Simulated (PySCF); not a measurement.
## How methods differ on the ionisation energy of Mn

Mn [Ar] 3d5 4s2 (6S) → Mn⁺ [Ar] 3d5 4s1 (7S), as a difference of total energies. Computed with PySCF 2.14 in def2-TZVPPD (6s6p4d2f1g, 67 functions), with no relativity, point nucleus. Correlated levels: valence: [Ar] frozen. The calculations carry no spin-orbit coupling.

| method | ionisation energy (eV) | difference from reference (eV) |
| --- | --- | --- |
| UHF | 5.978 | -1.456 |
| MP2 (valence) | 6.893 | -0.541 |
| SCS-MP2 (valence) | 7.094 | -0.340 |
| CCSD (valence) | 7.133 | -0.301 |
| CCSD(T) (valence) | 7.201 | -0.233 |

Reference: 7.434 eV (measured; NIST Atomic Spectra Database, ionization energies).

These non-relativistic numbers lack the scalar-relativistic shift.

Errors of the correlated levels include the incompleteness of this basis and the frozen core.
